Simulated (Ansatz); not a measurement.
Mulliken charges of `[F][Cd][Br]` from PBE/def2-TZVPP in Ansatz (PBE0-D4/def2-TZVP geometry).

| atom | x (Å) | y (Å) | z (Å) | charge (e) |
| --- | --- | --- | --- | --- |
| F1 | -0.480 | 2.007 | -0.052 | -0.491 |
| Cd2 | -0.038 | 0.125 | -0.008 | 0.796 |
| Br3 | 0.507 | -2.196 | 0.046 | -0.306 |

Task: By hand: the dipole of these point charges (1 e Å = 4.8032 D).

Result: Σ q r = (0.050, -0.214, 0.005) e Å, of length 0.220 e Å = 1.06 D.

Task: How does the dipole of the full density compare? (Best estimate.)

Result: The calculation gave: (0.042, -0.177, 0.004) e Å, 0.87 D; the point charges give 1.22 times that, at 0° from its direction.

Point charges leave out the atoms' own dipoles, such as those of lone pairs, and Mulliken's split depends on the basis, so the two needn't agree.
